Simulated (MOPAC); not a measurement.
A run for MOPAC: AM1 on CH4OSn (SMILES [CH3][Sn][OH]), a point of a torsion scan.

```
AM1 1SCF PRECISE CHARGE=0 THREADS=1
CH4OSn

C     -1.02582982 1    -0.05797244 1     0.00874623 1
Sn     0.65278161 1     1.47473489 1    -0.20046147 1
O      2.18241079 1     0.19809022 1     0.17780265 1
H     -0.84766558 1    -0.90866971 1    -0.65427907 1
H     -2.02065983 1     0.32831360 1    -0.21683585 1
H     -1.05300274 1    -0.44908085 1     1.02957473 1
H      2.08402808 1    -0.73183918 1     0.36883671 1
```

The log:

```
*******************************************************************************
 **                                                                           **
 **                              MOPAC v23.2.5                                **
 **                                                                           **
 *******************************************************************************
 ** MOPAC's Digital Object Identifier: https://doi.org/10.5281/zenodo.6511958 **
 **                                                                           **
 ** Please cite the open-source release paper for use of this MOPAC version:  **
 ** J. E. Moussa and J. J. P. Stewart (2026)                                  **
 ** MOPAC: An open-source semiempirical molecular orbital program             **
 ** J. Open Source Softw., 11(119), 8025, https://doi.org/10.21105/joss.08025 **
 *******************************************************************************

                              AM1 CALCULATION RESULTS

 *******************************************************************************
 *  AM1        - The AM1 Hamiltonian to be used
 *
 *
 *
 *                 CHARGE ON SYSTEM = 0
 *
 *
 *
 *  PRECISE    - TIGHTER CRITERIA TO BE USED
 *  1SCF       - DO 1 SCF AND THEN STOP
 *  THREADS=1  - MULTI-THREADING NOT USED
 *  T=         - A TIME OF 172800.0 SECONDS REQUESTED
 *  DUMP=N     - RESTART FILE WRITTEN EVERY 7200.0 SECONDS REQUESTED
 *******************************************************************************
AM1 1SCF PRECISE CHARGE=0 THREADS=1
 CH4OSn

   ATOM   CHEMICAL          X               Y               Z
  NUMBER   SYMBOL      (ANGSTROMS)     (ANGSTROMS)     (ANGSTROMS)

     1       C         -1.02582982  *  -0.05797244  *   0.00874623  *
     2      Sn          0.65278161  *   1.47473489  *  -0.20046147  *
     3       O          2.18241079  *   0.19809022  *   0.17780265  *
     4       H         -0.84766558  *  -0.90866971  *  -0.65427907  *
     5       H         -2.02065983  *   0.32831360  *  -0.21683585  *
     6       H         -1.05300274  *  -0.44908085  *   1.02957473  *
     7       H          2.08402808  *  -0.73183918  *   0.36883671  *



          CARTESIAN COORDINATES

    NO.       ATOM           X           Y           Z

     1         C         -1.0258     -0.0580      0.0087
     2        Sn          0.6528      1.4747     -0.2005
     3         O          2.1824      0.1981      0.1778
     4         H         -0.8477     -0.9087     -0.6543
     5         H         -2.0207      0.3283     -0.2168
     6         H         -1.0530     -0.4491      1.0296
     7         H          2.0840     -0.7318      0.3688

  H: (AM1): M.J.S. DEWAR ET AL, J. AM. CHEM. SOC. 107 3902-3909 (1985)
  C: (AM1): M.J.S. DEWAR ET AL, J. AM. CHEM. SOC. 107 3902-3909 (1985)
  O: (AM1): M.J.S. DEWAR ET AL, J. AM. CHEM. SOC. 107 3902-3909 (1985)
 Sn: (AM1): J. J. P. STEWART, J. MOL. MOD., 10, 155-164 (2004)

           Empirical Formula: C H4 O Sn  =     7 atoms



      MOLECULAR POINT GROUP   :   Cs


      RHF CALCULATION, NO. OF DOUBLY OCCUPIED LEVELS = 9


 -------------------------------------------------------------------------------
 AM1 1SCF PRECISE CHARGE=0 THREADS=1
 CH4OSn



     1SCF WAS SPECIFIED, SO BFGS WAS NOT USED
     SCF FIELD WAS ACHIEVED


                              AM1 CALCULATION
                                                       MOPAC v23.2.5 Linux




          FINAL HEAT OF FORMATION =        -33.65110 KCAL/MOL =    -140.79621 KJ/MOL


          COSMO AREA              =        112.67 SQUARE ANGSTROMS
          COSMO VOLUME            =        102.63 CUBIC ANGSTROMS

          IONIZATION POTENTIAL    =          7.970569 EV
          HOMO LUMO ENERGIES (EV) =         -7.971 -0.378
          NO. OF FILLED LEVELS    =          9
          MOLECULAR WEIGHT        =        150.7320         POINT GROUP:  Cs

          MOLECULAR DIMENSIONS (Angstroms)

            Atom       Atom       Distance
            H     7    H     5     4.27965
           Sn     2    H     4     2.70340
            H     4    H     6     1.64959


          SCF CALCULATIONS        =          1





   ATOM   CHEMICAL          X               Y               Z
  NUMBER   SYMBOL      (ANGSTROMS)     (ANGSTROMS)     (ANGSTROMS)

     1       C         -1.02582982  *  -0.05797244  *   0.00874623  *
     2      Sn          0.65278161  *   1.47473489  *  -0.20046147  *
     3       O          2.18241079  *   0.19809022  *   0.17780265  *
     4       H         -0.84766558  *  -0.90866971  *  -0.65427907  *
     5       H         -2.02065983  *   0.32831360  *  -0.21683585  *
     6       H         -1.05300274  *  -0.44908085  *   1.02957473  *
     7       H          2.08402808  *  -0.73183918  *   0.36883671  *

                             CARTESIAN COORDINATES

   1    C       -1.025829820    -0.057972440     0.008746230
   2   Sn        0.652781610     1.474734890    -0.200461470
   3    O        2.182410790     0.198090220     0.177802650
   4    H       -0.847665580    -0.908669710    -0.654279070
   5    H       -2.020659830     0.328313600    -0.216835850
   6    H       -1.053002740    -0.449080850     1.029574730
   7    H        2.084028080    -0.731839180     0.368836710


           Empirical Formula: C H4 O Sn  =     7 atoms



      MOLECULAR POINT GROUP   :   Cs


                  EIGENVALUES
 -34.19437 -27.75116 -16.35187 -13.06858 -12.66755 -12.59325 -11.05056 -10.41978
  -7.97057  -0.37786   1.25169   2.24662   5.37658   5.46476   6.21707   7.06615


              NET ATOMIC CHARGES AND DIPOLE CONTRIBUTIONS

  ATOM NO.   TYPE          CHARGE      No. of ELECS.   s-Pop       p-Pop
    1          C          -0.674191        4.6742     1.28588     3.38831
    2         Sn           1.044243        2.9558     1.90989     1.04586
    3          O          -0.745452        6.7455     1.84142     4.90404
    4          H           0.057313        0.9427     0.94269
    5          H           0.066429        0.9336     0.93357
    6          H           0.057726        0.9423     0.94227
    7          H           0.193932        0.8061     0.80607
 DIPOLE           X         Y         Z       TOTAL
 POINT-CHG.    -0.447     5.924    -1.291     6.079
 HYBRID        -0.797    -4.606     0.929     4.765
 SUM           -1.243     1.318    -0.361     1.848


          ATOMIC ORBITAL ELECTRON POPULATIONS

     Atom    s        px        py        pz
    1  C   1.28588   1.19488   1.18913   1.00430
    2 Sn   1.90989   0.34453   0.51749   0.18384
    3  O   1.84142   1.81166   1.26208   1.83029
    4  H   0.94269
    5  H   0.93357
    6  H   0.94227
    7  H   0.80607

 **********************
 *                    *
 * JOB ENDED NORMALLY *
 *                    *
 **********************




 == MOPAC DONE ==
```

The run finished.

Cost: roughly 0.020 core-seconds.
